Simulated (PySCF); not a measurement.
B3LYP has the VWN-RPA correlation part, as in Gaussian. Delta-SCF ions had no search for a lower state. Excitations are Tamm–Dancoff values on a coarser integration grid. The basis has no diffuse functions, so Rydberg states are missing or too high.

Cartesian coordinates (Å):
```xyz
4

N      1.8169    -0.3507     0.0969
C      0.7397     0.0516     0.0027
Se    -0.9396     0.7938    -0.1658
H     -1.6170    -0.4947     0.0662
```
Charge 0, spin multiplicity 1.

### Question
Predict the total energy, HOMO–LUMO gap, dipole moment, vertical ionisation energy (Delta-SCF), HOMO, T1 excitation (TDA), LUMO and S1–T1 gap (TDA) from B3LYP-D3(BJ)/def2-TZVP (PySCF).

### Answer

```yaml
total_energy: -2495.0565 Ha
HOMO–LUMO gap: 6.23 eV
dipole_moment: 3.75 D
vertical ionisation energy (Delta-SCF): 10.35 eV
HOMO: -7.72 eV
T1 excitation (TDA): 4.43 eV
LUMO: -1.49 eV
S1–T1 gap (TDA): 0.45 eV
```
